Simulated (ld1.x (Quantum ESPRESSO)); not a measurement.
Configuration tests for Pt (Z = 78) (TM)

* Element: platinum
* Generator: ld1.x (Quantum ESPRESSO) 7.5
* Type: norm-conserving Troullier–Martins (Kleinman–Bylander form)
* Functional: PBEsol
* Relativity: fully relativistic
* Frozen core: [Kr] 4d10
* Valence charge: 32
* Reference configuration: 4f14 5s2 5p6 5d10 6s0 6p0
* Partial waves: 5s (bound): rc 1.35 bohr; 5d (bound): rc 2.15 bohr; 4f (bound): rc 0.85 bohr; 5p (bound): rc 1.85 bohr
* Local potential: the p channel
* Core correction: none

Open shells are filled in proportion to 2j + 1 (rel_dist='average').

Energies are relative to the spin-unpolarised reference configuration 4f14 5s2 5p6 5d10 6s0 6p0; without spin polarisation the order of configurations can differ from experiment. The p channel is local and has no spin–orbit splitting in the pseudo-atom. The frozen-core shift is the all-electron ΔE with the core orbitals held at their reference shape minus the fully relaxed ΔE.

(1) Give the all-electron excitation energy and the error of the potential for: 4f14 5s2 5p6 5d9 6s1 6p0; 4f14 5s2 5p6 5d9 6s0 6p0; 4f14 5s2 5p6 5d8 6s0 6p0; 4f14 5s2 5p6 5d9 6s0.5 6p0; 4f13 5s2 5p6 5d9 6s1 6p0; 4f14 5s2 5p6 5d8 6s1 6p0; 4f14 5s2 5p5 5d9 6s1 6p0.

A Bessel basis up to 400 Ry misses an occupied level by 5.21 Ry, so cutoffs and ghosts were not judged. The potential misses its own reference levels by up to 10.3 eV, so it is not fit for use.

Answers

(1)

| valence configuration | charge | ΔE all-electron (eV) | error AE − PS (meV) | frozen-core shift (meV) |
| --- | --- | --- | --- | --- |
| 4f14 5s2 5p6 5d9 6s1 6p0 | 0 | 0.033 | -51 | -0.1 |
| 4f14 5s2 5p6 5d9 6s0 6p0 | +1 | 9.274 | -1.4 | 0.0 |
| 4f14 5s2 5p6 5d8 6s0 6p0 | +2 | 29.286 | -7.5 | +0.1 |
| 4f14 5s2 5p6 5d9 6s0.5 6p0 | +0.5 | 3.754 | -30 | 0.0 |
| 4f13 5s2 5p6 5d9 6s1 6p0 | +1 | 80.914 | -775 | +384 |
| 4f14 5s2 5p6 5d8 6s1 6p0 | +1 | 11.259 | -96 | +0.1 |
| 4f14 5s2 5p5 5d9 6s1 6p0 | +1 | 63.217 | +180 | +1.1 |

These tests converged, but a pseudo level misses the all-electron one widely, so the file describes the atom poorly there or has found another state: 4f14 5s2 5p6 5d9 6s1 6p0: 5p by 10.3 eV; 4f14 5s2 5p6 5d9 6s0 6p0: 5p by 10.3 eV; 4f14 5s2 5p6 5d8 6s0 6p0: 5p by 10.4 eV; 4f14 5s2 5p6 5d9 6s0.5 6p0: 5p by 10.3 eV; 4f13 5s2 5p6 5d9 6s1 6p0: 5p by 10.2 eV; 4f14 5s2 5p6 5d8 6s1 6p0: 5p by 10.4 eV; 4f14 5s2 5p5 5d9 6s1 6p0: 5p by 10.3 eV. ld1.x printed “convergence not achieved” for 7 of the counted tests; their residual had stalled under 1e-8, short of the target of 1e-14. A variational frozen-core shift is positive and of second order in the change. This column holds negative values, so the frozen-core run of ld1.x carries numerical noise or an error of first order here, and the column gives no more than the rough size of the effect.
